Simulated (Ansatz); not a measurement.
`NB(O[SiH3])O[SiH3]` + H₂ → `NBO[SiH3]` + `O[SiH3]`  (hydrogenolysis of a B–O bond)

Gas-phase electronic energies from Ansatz, PBE0-D4/def2-TZVP geometries. CCSD(T)/CBS is the MP2 limit (def2-TZVPP, def2-QZVPP) plus CCSD(T) − MP2 in def2-TZVPP, frozen cores. This one scheme is used for every species. DFT in def2-TZVPP. B3LYP here is the variant with VWN-RPA as its local correlation; programs differ in this. Each species was taken in one conformer, which may not be the lowest.

Task: Is it downhill or uphill in electronic energy at CCSD(T)/CBS, and by how much? (An estimate is asked.)

Result: Computed: Uphill: ΔE = +93.6 kJ/mol.

Task: What do these levels give: r2SCAN-D4, PBE0-D4, B3LYP-D4, ωB97M-V, B2PLYP, B3LYP? (Estimate.)

Result: Ansatz gave: r2SCAN-D4 98.5, PBE0-D4 92.3, B3LYP-D4 98.1, ωB97M-V 94.4, B2PLYP 86.7, B3LYP 80.7 kJ/mol.

Largest T1 diagnostic among the species: 0.012.

From PBE to PBE0 (25 % exact exchange), in def2-TZVPP and without D4, ΔE moves by +3.8 kJ/mol. In def2-TZVPP, CCSD(T) changes the Hartree–Fock value by +7.0 kJ/mol (the triples alone add +2.3 kJ/mol) and MP2 by +9.1 kJ/mol.
